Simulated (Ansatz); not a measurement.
Molecular dynamics of C₃H₄SSi

Input:

```yaml
crystal:
  periodic: [false, false, false]
  atoms:
    - { symbol: Si, position_ang: [-0.806693, -0.872945, -1.423856] }
    - { symbol: C, position_ang: [-0.558921, -0.205496, 0.259257] }
    - { symbol: C, position_ang: [0.323578, 0.46427, 0.965709] }
    - { symbol: C, position_ang: [1.345697, 1.146571, 1.494459] }
    - { symbol: S, position_ang: [2.50216, 1.957386, 2.213051] }
    - { symbol: H, position_ang: [-2.067947, -0.260057, -1.960819] }
    - { symbol: H, position_ang: [0.286255, -0.65511, -2.441666] }
    - { symbol: H, position_ang: [-1.021752, -2.352549, -1.285182] }
    - { symbol: H, position_ang: [0.086125, 0.731731, 2.161946] }
magnetization:
  spin_polarized: true
basis:
  gaussian: { orbitals: "6-31G*" }
hamiltonian:
  xc: pbe
  dispersion: d4
md:
  timestep: 0.5
  n_steps: 113
  ensemble: nve
  temperature: 100.0
  initial_velocities: maxwell_boltzmann
  seed: 5753
```

Command:

```bash
$ ansatz run input.yaml --threads 2 --pin off --max-ram 3072MiB --backend cpu --events-out ev --progress --plain --runs-dir out
```

It starts at the highest image of a converged band. Of that band: Neighbouring images differ by up to 2.4 eV, so the band resolves the path poorly. A vibrational analysis at the climbing image gives one clearly imaginary mode, 1003i cm⁻¹: a first-order saddle point.

Output, in part (step lines, the closing report, with atoms numbered from 0):

```
md step     0: t =     0.00 fs  T =   100.0 K  F+E_penalty+E_count = -21870.29240915 eV  E_kin = 0.090482 eV  conserved = -21870.20192715 eV  (135 SCF iters)
md step     1: t =     0.50 fs  T =    98.9 K  F+E_penalty+E_count = -21870.29145045 eV  E_kin = 0.089530 eV  conserved = -21870.20192087 eV  (36 SCF iters)
md step     2: t =     1.00 fs  T =    95.9 K  F+E_penalty+E_count = -21870.28867544 eV  E_kin = 0.086773 eV  conserved = -21870.20190207 eV  (36 SCF iters)
md step     3: t =     1.50 fs  T =    91.2 K  F+E_penalty+E_count = -21870.28438412 eV  E_kin = 0.082511 eV  conserved = -21870.20187296 eV  (36 SCF iters)
md step     4: t =     2.00 fs  T =    85.3 K  F+E_penalty+E_count = -21870.27903792 eV  E_kin = 0.077200 eV  conserved = -21870.20183762 eV  (36 SCF iters)
md step     5: t =     2.50 fs  T =    78.9 K  F+E_penalty+E_count = -21870.27319634 eV  E_kin = 0.071395 eV  conserved = -21870.20180100 eV  (35 SCF iters)
md step     6: t =     3.00 fs  T =    72.6 K  F+E_penalty+E_count = -21870.26743916 eV  E_kin = 0.065671 eV  conserved = -21870.20176797 eV  (37 SCF iters)
md step     7: t =     3.50 fs  T =    66.9 K  F+E_penalty+E_count = -21870.26228789 eV  E_kin = 0.060544 eV  conserved = -21870.20174340 eV  (35 SCF iters)
[... lines left out ...]
Total energy: -21870.54979763 eV, -803.7278806717 hartree
Atom 0 at    -0.742293    -0.834943    -1.394893 Å, force     0.859352     0.109980     0.646850 eV/Å
Atom 1 at    -0.302382    -0.131552     0.283161 Å, force    -0.410235    -0.335855    -1.130386 eV/Å
Atom 2 at     0.155632     0.552334     1.349290 Å, force    -1.899551    -1.350964     0.171430 eV/Å
Atom 3 at     1.376547     1.124702     1.155232 Å, force     2.063145     1.290504     0.598770 eV/Å
Atom 4 at     2.409482     1.871768     2.151246 Å, force     0.007169    -0.130460    -0.590990 eV/Å
Atom 5 at    -1.889098    -0.023677    -1.868579 Å, force    -0.228912     0.107339    -0.124480 eV/Å
Atom 6 at     0.402447    -0.755582    -2.403429 Å, force    -0.331410    -0.016619     0.266921 eV/Å
Atom 7 at    -1.128961    -2.282134    -1.229258 Å, force     0.008611     0.157502    -0.007087 eV/Å
Atom 8 at    -0.371595     0.519880     2.320983 Å, force    -0.068169     0.168572     0.168972 eV/Å
Dipole moment:    -0.406470    -0.254359    -0.148221 e Å
```

The steps, from the saved trajectory:

```json
{"time (fs)": "0.0", "T (K)": "100", "potential energy less start (eV)": "0.000", "conserved less start (meV/atom)": "0.00"}
{"time (fs)": "1.5", "T (K)": "91", "potential energy less start (eV)": "0.008", "conserved less start (meV/atom)": "0.01"}
{"time (fs)": "3.0", "T (K)": "73", "potential energy less start (eV)": "0.025", "conserved less start (meV/atom)": "0.02"}
{"time (fs)": "4.5", "T (K)": "59", "potential energy less start (eV)": "0.037", "conserved less start (meV/atom)": "0.02"}
{"time (fs)": "6.0", "T (K)": "57", "potential energy less start (eV)": "0.039", "conserved less start (meV/atom)": "0.02"}
{"time (fs)": "7.5", "T (K)": "61", "potential energy less start (eV)": "0.035", "conserved less start (meV/atom)": "0.01"}
{"time (fs)": "9.0", "T (K)": "67", "potential energy less start (eV)": "0.030", "conserved less start (meV/atom)": "0.02"}
{"time (fs)": "10.5", "T (K)": "77", "potential energy less start (eV)": "0.021", "conserved less start (meV/atom)": "0.02"}
{"time (fs)": "12.0", "T (K)": "100", "potential energy less start (eV)": "0.000", "conserved less start (meV/atom)": "0.02"}
{"time (fs)": "13.5", "T (K)": "138", "potential energy less start (eV)": "-0.034", "conserved less start (meV/atom)": "0.02"}
{"time (fs)": "15.0", "T (K)": "181", "potential energy less start (eV)": "-0.073", "conserved less start (meV/atom)": "0.01"}
{"time (fs)": "16.5", "T (K)": "220", "potential energy less start (eV)": "-0.109", "conserved less start (meV/atom)": "0.01"}
{"time (fs)": "18.0", "T (K)": "254", "potential energy less start (eV)": "-0.139", "conserved less start (meV/atom)": "0.01"}
{"time (fs)": "19.5", "T (K)": "288", "potential energy less start (eV)": "-0.170", "conserved less start (meV/atom)": "0.01"}
{"time (fs)": "21.0", "T (K)": "321", "potential energy less start (eV)": "-0.200", "conserved less start (meV/atom)": "0.00"}
{"time (fs)": "22.5", "T (K)": "344", "potential energy less start (eV)": "-0.221", "conserved less start (meV/atom)": "0.00"}
{"time (fs)": "24.0", "T (K)": "350", "potential energy less start (eV)": "-0.226", "conserved less start (meV/atom)": "0.00"}
{"time (fs)": "25.5", "T (K)": "342", "potential energy less start (eV)": "-0.219", "conserved less start (meV/atom)": "0.01"}
{"time (fs)": "27.0", "T (K)": "333", "potential energy less start (eV)": "-0.211", "conserved less start (meV/atom)": "0.02"}
{"time (fs)": "28.5", "T (K)": "336", "potential energy less start (eV)": "-0.213", "conserved less start (meV/atom)": "0.03"}
{"time (fs)": "30.0", "T (K)": "354", "potential energy less start (eV)": "-0.230", "conserved less start (meV/atom)": "0.02"}
{"time (fs)": "31.5", "T (K)": "376", "potential energy less start (eV)": "-0.249", "conserved less start (meV/atom)": "0.00"}
{"time (fs)": "33.0", "T (K)": "388", "potential energy less start (eV)": "-0.260", "conserved less start (meV/atom)": "0.00"}
{"time (fs)": "34.5", "T (K)": "390", "potential energy less start (eV)": "-0.263", "conserved less start (meV/atom)": "0.01"}
{"time (fs)": "36.0", "T (K)": "391", "potential energy less start (eV)": "-0.263", "conserved less start (meV/atom)": "0.01"}
{"time (fs)": "37.5", "T (K)": "387", "potential energy less start (eV)": "-0.260", "conserved less start (meV/atom)": "0.00"}
{"time (fs)": "39.0", "T (K)": "371", "potential energy less start (eV)": "-0.245", "conserved less start (meV/atom)": "0.00"}
{"time (fs)": "40.5", "T (K)": "341", "potential energy less start (eV)": "-0.218", "conserved less start (meV/atom)": "0.01"}
{"time (fs)": "42.0", "T (K)": "309", "potential energy less start (eV)": "-0.189", "conserved less start (meV/atom)": "0.02"}
{"time (fs)": "43.5", "T (K)": "288", "potential energy less start (eV)": "-0.170", "conserved less start (meV/atom)": "0.02"}
{"time (fs)": "45.0", "T (K)": "283", "potential energy less start (eV)": "-0.166", "conserved less start (meV/atom)": "0.02"}
{"time (fs)": "46.5", "T (K)": "290", "potential energy less start (eV)": "-0.172", "conserved less start (meV/atom)": "0.01"}
{"time (fs)": "48.0", "T (K)": "305", "potential energy less start (eV)": "-0.186", "conserved less start (meV/atom)": "0.01"}
{"time (fs)": "49.5", "T (K)": "330", "potential energy less start (eV)": "-0.208", "conserved less start (meV/atom)": "0.01"}
{"time (fs)": "51.0", "T (K)": "364", "potential energy less start (eV)": "-0.238", "conserved less start (meV/atom)": "0.01"}
{"time (fs)": "52.5", "T (K)": "398", "potential energy less start (eV)": "-0.269", "conserved less start (meV/atom)": "-0.01"}
{"time (fs)": "54.0", "T (K)": "413", "potential energy less start (eV)": "-0.283", "conserved less start (meV/atom)": "-0.02"}
{"time (fs)": "55.5", "T (K)": "401", "potential energy less start (eV)": "-0.273", "conserved less start (meV/atom)": "-0.01"}
```

All steps were run. The conserved energy stayed within 0.026 meV per atom of its start (net change 0.0028 meV per atom), so the integration is sound. The system heated up, since it started high on the potential surface and ran downhill. A run of 0.057 ps of so small a system gives no equilibrium averages.

The step under study would form C3–H9 and break C4–H9. These pairs go: C3–H9 1.25 → 1.11 Å, C4–H9 1.48 → 2.19 Å. In the last frame they stand as after the step (other bonds may differ from the relaxed reactants and products). It ends as one piece, C3H4SSi. Pairs count as bonded within 1.25 times the sum of covalent radii (0.12 Å more for H–H).

Last frame:

```xyz
9
Properties=species:S:1:pos:R:3
Si -0.742 -0.835 -1.395
C -0.302 -0.132 0.283
C 0.156 0.552 1.349
C 1.377 1.125 1.155
S 2.409 1.872 2.151
H -1.889 -0.024 -1.869
H 0.402 -0.756 -2.403
H -1.129 -2.282 -1.229
H -0.372 0.520 2.321
```

The run took 6.1 min on 2 threads of Arm Neoverse V1 (shared host), peak memory 0.21 GiB.
